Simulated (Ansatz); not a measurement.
ClHSi (SMILES [SiH]Cl) moved off its minimum; all values from Ansatz (a program for electronic structure), cores frozen in correlated methods.
(charge 0, multiplicity 1)
```xyz
3

Si     0.8288    -0.2119     0.7265
H      1.9078    -0.4386    -0.2934
Cl    -0.7701     0.1570    -0.5846
```

Forces at B3LYP/def2-TZVPP (eV/Å):

```json
[
 {"atom": "Si1", "Fx": "-0.330", "Fy": "0.067", "Fz": "0.469"},
 {"atom": "H2", "Fx": "0.129", "Fy": "-0.024", "Fz": "-0.427"},
 {"atom": "Cl3", "Fx": "0.201", "Fy": "-0.044", "Fz": "-0.042"}
]
```

Problem. Give the forces (eV/Å), the total energy and the dipole at CCSD(T)/aug-cc-pV(T+d)Z.

Solution. 
```tsv
atom	Fx	Fy	Fz
Si1	-0.342	0.072	0.342
H2	0.073	-0.012	-0.363
Cl3	0.268	-0.060	0.022
```
Energy -749.3877 hartree, dipole 1.14 D.

Doubts at one or more of the structures used: a restricted determinant that unrestricted orbitals would lower (CCSD(T)/aug-cc-pV(T+d)Z).
